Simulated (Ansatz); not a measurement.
Start from `CB(N)Cl` and change one atom or group to get `NB(Cl)CF`.

Ansatz, PBE0-D4/def2-TZVP geometries, multiplicity 1. Each molecule was computed in one conformer, which needn't be the lowest.

```tsv
property	`CB(N)Cl`
LUMO energy (B3LYP/def2-TZVPP) / eV	0.40
HOMO–LUMO gap (B3LYP/def2-TZVPP) / eV	8.36
HOMO–LUMO gap (PBE0/def2-TZVPP) / eV	8.94
size of the dipole moment (ωB97M-V/def2-TZVPP) / D	2.56
ideal-gas entropy at 298 K and 1 bar (rigid rotor, harmonic PBE0-D4/def2-TZVP) / J/(mol·K)	306
HOMO energy (ωB97M-V/def2-TZVPP) / eV	-10.53
```

(1) What does the change do to each property? (An estimate is asked.)

## Answers

(1) The calculation gave: 
```tsv
property	`NB(Cl)CF`	shift
LUMO energy (B3LYP/def2-TZVPP) / eV	-0.06	-0.46
HOMO–LUMO gap (B3LYP/def2-TZVPP) / eV	8.17	-0.19
HOMO–LUMO gap (PBE0/def2-TZVPP) / eV	8.65	-0.29
size of the dipole moment (ωB97M-V/def2-TZVPP) / D	4.02	1.46
ideal-gas entropy at 298 K and 1 bar (rigid rotor, harmonic PBE0-D4/def2-TZVP) / J/(mol·K)	331	25
HOMO energy (ωB97M-V/def2-TZVPP) / eV	-10.79	-0.26
```

With PBE0 the HOMO falls by 0.26 eV and the LUMO falls by 0.55 eV, so the gap narrows by about 0.29 eV. PBE moves the HOMO by -0.22 eV and ωB97M-V by -0.26 eV. Dipoles are sizes alone; their direction can turn. Modes under 60 cm⁻¹, often nearly free rotors, make the harmonic entropy too high.

B3LYP here is the variant with VWN-RPA as its local correlation; programs differ in this.
